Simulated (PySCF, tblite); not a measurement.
Species: C₅H₉OP.
Structure used (GFN2-xTB), in Å, numbered top down from 1:
```xyz
16
C5H9OP angstrom
C     -1.7643    0.9328    0.6811
C     -1.3776   -0.1814   -0.2848
C      0.1359   -0.3417   -0.4427
C      0.7966   -0.8577    0.8301
P      2.6194   -1.2878    0.5778
C      3.1652    0.2531    0.4472
O      3.6720    1.2949    0.3449
H     -1.4364    0.7097    1.6931
H     -1.3170    1.8757    0.3737
H     -2.8447    1.0563    0.6969
H     -1.8074   -1.1259    0.0563
H     -1.8026    0.0386   -1.2665
H      0.5762    0.6186   -0.7216
H      0.3345   -1.0446   -1.2559
H      0.7177   -0.1405    1.6467
H      0.3249   -1.7911    1.1473
```

Method used: B3LYP/def2-SVPD in PySCF (dipole) on a GFN2-xTB geometry, gas phase.

Take the most abundant isotopes and a rigid rotor. The values belong to one conformer with, in the numbering `[CH3:1][CH2:2][CH2:3][CH2:4][P:5]=[C:6]=[O:7]`, C1–C2–C3–C4 68°, C2–C3–C4–P5 172°, C3–C4–P5–C6 72°.

**Question.** Give the principal moments of inertia and the rotational constants in MHz.

**Answer.** Ia = 132.70, Ib = 487.61, Ic = 566.64 u·Å²; 505379 MHz·u·Å²/I gives A = 3808, B = 1036, C = 891.9 MHz.

**Question.** What kind of rotor is it?

**Answer.** A near-prolate asymmetric top. Ray's parameter κ = (2B − A − C)/(A − C) = -0.901; −1 is the prolate and +1 the oblate limit.

**Question.** What does the inertial defect say?

**Answer.** Not planar: Δ = Ic − Ia − Ib = -53.67 u·Å². For a rigid frame Δ = −2 Σ m c², so Σ m c² = 26.84 u·Å² lies off the ab plane: 10.84 from hydrogen and 16.00 from heavier atoms. The atom farthest from that plane is 1.57 Å away.

**Question.** Give the other two planar moments, Paa and Pbb, and the rms extents of the mass along the axes.

**Answer.** Paa = Σ m a² = (Ib + Ic − Ia)/2 = 460.78 and Pbb = Σ m b² = (Ia + Ic − Ib)/2 = 105.86 u·Å². With the mass M = 116.04 u, the rms extents √(P/M) along a, b and c are 1.99, 0.96, 0.48 Å.

**Question.** List the rotational levels J(Ka,Kc) to J = 4 (K).

**Answer.** Above 0(0,0), as E/k:
J = 1: 1(0,1) 0.093, 1(1,1) 0.226, 1(1,0) 0.233
J = 2: 2(0,2) 0.277, 2(1,2) 0.404, 2(1,1) 0.425, 2(2,1) 0.824, 2(2,0) 0.824
J = 3: 3(0,3) 0.554, 3(1,3) 0.671, 3(1,2) 0.712, 3(2,2) 1.101, 3(2,1) 1.103, 3(3,1) 1.784, 3(3,0) 1.784
J = 4: 4(0,4) 0.922, 4(1,4) 1.027, 4(1,3) 1.096, 4(2,3) 1.471, 4(2,2) 1.475, 4(3,2) 2.155, 4(3,1) 2.155, 4(4,1) 3.110, 4(4,0) 3.110

**Question.** Which types of transition are allowed, and where do some lines up to J = 2 fall?

**Answer.** The dipole components are |μa| = 2.23 D, |μb| = 0.73 D, |μc| = 0.22 D. The squared components, which scale the intensities, stand as 1.00 : 0.11 : 0.01 (a : b : c). Some lines, for components of 0.1 D or more:

```tsv
type	branch	J(Ka,Kc)	MHz	lower level (cm⁻¹)
a	Q	2(1,1) ← 2(1,2)	434	0.281
b	R	2(0,2) ← 1(1,1)	1079	0.157
a	R	1(0,1) ← 0(0,0)	1928	0.000
c	Q	2(1,2) ← 2(0,2)	2633	0.193
c	Q	1(1,1) ← 1(0,1)	2772	0.064
b	Q	1(1,0) ← 1(0,1)	2917	0.064
a	R	2(1,2) ← 1(1,1)	3712	0.157
a	R	2(0,2) ← 1(0,1)	3851	0.064
a	R	2(1,1) ← 1(1,0)	4001	0.162
b	R	1(1,1) ← 0(0,0)	4700	0.000
c	R	1(1,0) ← 0(0,0)	4845	0.000
b	R	2(1,2) ← 1(0,1)	6484	0.064
c	R	2(1,1) ← 1(0,1)	6918	0.064
c	Q	2(2,1) ← 2(1,1)	8316	0.295
b	Q	2(2,0) ← 2(1,1)	8322	0.295
b	Q	2(2,1) ← 2(1,2)	8750	0.281
b	R	2(2,1) ← 1(1,0)	12317	0.162
c	R	2(2,0) ← 1(1,0)	12323	0.162
b	R	2(2,0) ← 1(1,1)	12467	0.157
```

Its GFN2-xTB frequencies are all real (lowest 29 cm⁻¹). Zero-point vibration and centrifugal distortion are left out. A rigid rotor knows nothing of internal rotation, which can split or shift real lines.

The run took about 80 s of CPU time (one thread, shared machine). This is the B3LYP/def2-SVPD job that gave the dipole, with the excitations it also computed.
